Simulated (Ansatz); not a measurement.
Basis-set extrapolation for `C#CC(C)[SiH3]` (PBE0-D4/def2-TZVP geometry, frozen core, Ansatz). Multiplicity 1, RHF reference.

```
                      def2-TZVPP   def2-QZVPP
                 HF  -445.063392  -445.079283
    MP2 correlation    -0.779644    -0.829704
CCSD(T) correlation    -0.865207      not run
```

Energies in hartree. Use E(X) = E(∞) + A·exp(−7.88·√X) for Hartree–Fock and E(X) = E(∞) + B·X^(−2.97) for correlation, with X = 3 and 4, and add CCSD(T) minus MP2 of the smaller set to the MP2 limit.

Problem. What is the CCSD(T) energy at the basis-set limit?

Solution. HF limit: -445.079283 + (-0.015891) × 0.13774 = -445.08147. MP2 limit: -0.829704 + (-0.050060) × 0.74074 = -0.86679. Higher-order term: -0.865207 − (-0.779644) = -0.08556. Total: -446.03382 hartree, 66.0 kcal/mol below CCSD(T)/def2-TZVPP.
